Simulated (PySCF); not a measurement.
**SrC⁻: from constants to spectrum**

ROHF-CCSD(T) constants of SrC⁻, ⁴Σ⁻ (quartet), unpaired electrons σ ↑, π ↑↑ (PySCF, scalar-relativistic core potentials, basis sets Sr def2-SVPD with ECP28, C def2-SVPD; masses 87.9056 and 12.0000 u):

- ωe: 367.1 cm⁻¹
- ωexe: 2.18 cm⁻¹
- Be: 0.24206 cm⁻¹
- αe: 0.00195 cm⁻¹
- D (centrifugal): 4.21e-07 cm⁻¹

(1) Give the vibrational terms G(v) and spacings up to v = 6.

Correlated steps freeze 1 core orbital. Spin–orbit coupling is left out. The state was picked by a PBE0 search and need not be the measured ground state.

## Answers

(1) G(v) = ωe(v+½) − ωexe(v+½)².

| v | G(v) (cm⁻¹) | G(v) − G(v−1) | Bv (cm⁻¹) |
| --- | --- | --- | --- |
| 0 | 183.0 |  | 0.2411 |
| 1 | 545.7 | 362.7 | 0.2391 |
| 2 | 904.1 | 358.4 | 0.2372 |
| 3 | 1258.1 | 354.0 | 0.2352 |
| 4 | 1607.8 | 349.7 | 0.2333 |
| 5 | 1953.1 | 345.3 | 0.2313 |
| 6 | 2294.0 | 340.9 | 0.2294 |
